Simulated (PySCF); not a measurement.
HfIH3, SMILES [I][HfH3], multiplicity 1. Geometry optimised at PBE-D3(BJ)/def2-TZVP. The multiplicity is an assumed one; other spin states were not compared. The def2 effective core potentials stand for the cores of Hf, I; spin–orbit coupling is left out.

Method: PBE-D3(BJ)/def2-TZVP (PySCF 2.14.0).

Harmonic wavenumbers (cm⁻¹): 190, 308, 309, 552, 629, 629, 1684, 1684, 1722. Rotational constants (GHz): 55.39, 0.9125, 0.9125; symmetry number 3.

**Question.** Work out the zero-point energy and the ideal-gas rigid-rotor harmonic-oscillator thermochemistry at 298.15 K and 1 atm.

**Answer.** ZPE = ½ Σ hcν = ½ × 7706 cm⁻¹ = 11.02 kcal/mol. H − E(el) = 14.57 kcal/mol. Entropy in cal/(mol K): translation 43.08, rotation 24.16, vibration 6.33, total 73.57. G − E(el) = -7.37 kcal/mol. Cp = 16.31 cal/(mol K).
